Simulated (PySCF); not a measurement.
**Polarisability as a sum over states**

Species: 3-ethynylpyridine, C₇H₅N.
InChI=1S/C7H5N/c1-2-7-4-3-5-8-6-7/h1,3-6H

Computed, not measured: PySCF 2.14.0, density-fitted response routines, TDDFT B3LYP/def2-SVPD, vertical, gas phase, core orbitals frozen in the response. Isolated species at its PBE0-D3(BJ)/def2-SVP geometry, gas phase.

Computed singlets:

```tsv
state	E (eV)	f
S1	4.45	0.0008
S2	4.81	0.0029
S3	4.95	0.128
S4	5.20	0.193
S5	5.36	0.0001
S6	6.13	0.0000
S7	6.16	0.0000
S8	6.19	0.116
S9	6.61	0.0082
S10	6.63	0.062
```

Task: How much of the mean static polarisability do these states give, one by one?

Result: Each state adds f / ΔE² (ΔE in hartree, 27.2114 eV).

```csv
state,f/ΔE² (au),running sum (au),running share of α (%)
S1,0.03,0.03,0.0
S2,0.09,0.12,0.1
S3,3.89,4.01,4.5
S4,5.29,9.30,10.4
S5,0.00,9.30,10.4
S6,0.00,9.30,10.4
S7,0.00,9.30,10.4
S8,2.24,11.54,12.9
S9,0.14,11.68,13.0
S10,1.04,12.73,14.2
```

The full response gives 89.67 au (13.29 Å³), so 76.9 au comes from the higher roots of the same equations.

Task: By how much does the contribution of these states grow at 532 nm?

Result: With ω = 0.0856 hartree each state's term in the mean polarisability goes from f / ΔE² to f / (ΔE² − ω²); the sum over all 10 states goes from 12.73 to 15.74 au, a rise of 3.02 au.

The largest single term belongs to S4, which also has the largest f.

Time: 2.8 min. Hardware: an Arm Neoverse V2 with one thread, on a shared host.
